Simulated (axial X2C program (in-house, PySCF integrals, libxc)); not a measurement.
## SnBr⁻ at several levels of theory

All values were computed with an in-house all-electron X2C program for linear molecules (integrals from PySCF). Spin-free means the one-electron spin-free X2C Hamiltonian; two-component (2c) means X2C with spin–orbit coupling and atomic mean-field two-electron Coulomb and Gaunt terms, so the difference of the two also holds small scalar two-electron terms. Basis: Sn dyall-acv3z [12s13p10d5f1g], Br dyall-acv3z [9s10p7d5f1g] (cores contracted in-house); Gaussian nuclei, density fitting, unrestricted open shells. Masses: Sn 119.902 u, Br 78.918 u.

State, spin-free: M_S = 1, Λ = 0 (beyond evenly filled blocks: π+α, π-α); electrons by block: σα: 18, σβ: 18, π+α: 10, π+β: 9, π-α: 10, π-β: 9, δ+α: 3, δ+β: 3, δ-α: 3, δ-β: 3. Fragments: Sn + Br-.

State, 2c: Ω = 1 (⟨Sz⟩ = 1.00, ⟨Lz⟩ = 0.00 at PBE0); electrons by block: 1/2: 27, -1/2: 28, 3/2: 13, -3/2: 12, 5/2: 3, -5/2: 3. Fragments: Sn + Br-.

| Hamiltonian | level | Re (Å) | ωe (cm⁻¹) | ωexe (cm⁻¹) | Be (cm⁻¹) | De (eV) | μ (D) |
| --- | --- | --- | --- | --- | --- | --- | --- |
| spin-free | PBE0 | 2.694 | 173.0 | 0.627 | 0.04881 | 1.71 | -0.22 |
| spin-free | HF | 2.767 | 152.4 | 0.709 | 0.04626 | 1.23 | -1.06 |
| spin-free | MP2 | 2.720 | 170.3 | 0.627 | 0.04787 | 1.58 | n/a |
| spin-free | CCSD | 2.732 | 166.5 | 0.629 | 0.04745 | 1.56 | n/a |
| spin-free | CCSD(T) | 2.731 | 168.0 | 0.604 | 0.0475 | 1.59 | n/a |
| spin-free | BP86 | 2.721 | 166.0 | 0.614 | 0.04784 | 1.72 | -0.07 |
| 2c | PBE0 | 2.697 | 171.7 | 0.632 | 0.0487 | n/a | -0.23 |
| 2c | HF | 2.772 | 150.6 | 0.725 | 0.04611 | n/a | -1.09 |
| 2c | MP2 | 2.723 | 169.2 | 0.631 | 0.04777 | n/a | n/a |
| 2c | CCSD | 2.735 | 165.2 | 0.637 | 0.04734 | n/a | n/a |
| 2c | CCSD(T) | 2.734 | 166.8 | 0.61 | 0.04739 | n/a | n/a |
| 2c | BP86 | 2.724 | 164.7 | 0.621 | 0.04772 | n/a | -0.08 |

Correlated methods: 12 electrons correlated (number of frozen shells: Sn 4 s, 3 p, 2 d; Br 3 s, 2 p, 1 d), 336 virtual spin orbitals or spinors in MP2, 90 natural virtuals in coupled cluster.

Dipoles are positive if Br is the positive end and refer to the centre of mass.

Occupations by symmetry block were frozen at the best pattern of an incomplete PBE0 search. Dissociation energies refer to the lowest single-determinant-based atoms at the same level and basis. De is not given where an atomic determinant may have missed its ground term or J level, or where the truncated virtual space spoils (T). Density functionals use the spin component along the axis (collinear). CCSD and (T) use frozen natural virtuals with an MP2 correction for the truncation; (T) itself is uncorrected, so its De runs slightly low. Other states lie close and PBE0, whose exact exchange favours high spin, may order them wrongly; the determinant shown need not be the ground state. The nearest other spin-free determinant of the search, M_S = 0, Λ = 2, lies 0.65 eV up at the distance of the search. The functionals have no current-density term, which raises determinants with orbital currents, atoms included. With several unpaired electrons one determinant need not be a pure state. Open-shell Ω = 0 determinants with evenly filled partner blocks cannot be reached by this program, so the Ω shown need not be the lowest component. This is the Ω = 1 component of a π² triplet; the 0⁺ component is not one determinant and can lie lowest. The highest occupied level of some functionals is positive through self-interaction error; at Hartree–Fock it is bound. With the outer-core shells frozen, correlated bond lengths of heavy atoms tend to come out a few hundredths of an ångström too long. Hartree–Fock gets electron affinities wrong, so its lowest charge split need not be the true one.

Rough cost a point (2c) on 1 thread(s) of a shared host, integrals apart: PBE0 1.5 s, HF 1.5 s, CCSD(T) 7 s, BP86 0.5 s.

The whole task took 4 min on 1 thread of Arm Neoverse V1 (shared host).
